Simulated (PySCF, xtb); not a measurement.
W(O)2(NH2)2 (H4N2O2W), SMILES [NH2][W]([NH2])(=[O])=[O], multiplicity 1. One conformer was computed; it need not be the lowest.

Harmonic wavenumbers (cm⁻¹) from GFN2-xTB (xtb) at its own minimum, in rising order: 161, 164, 172, 184, 248, 264, 296, 461, 468, 483, 487, 493, 495, 810, 840, 1477, 1479, 3267, 3269, 3278, 3285.

Problem. What does B3LYP-D3(BJ)/def2-SVP (PySCF) give at its own minimum? (The exact figures need the calculation; the answer reports its results.)

Solution. 152, 209, 212, 235, 296, 324, 343, 428, 447, 647, 653, 691, 704, 982, 1016, 1510, 1512, 3547, 3551, 3645, 3645. Paired by order, the mean absolute difference is 133 cm⁻¹ and the zero-point energies are 31.6 and 35.4 kcal/mol.
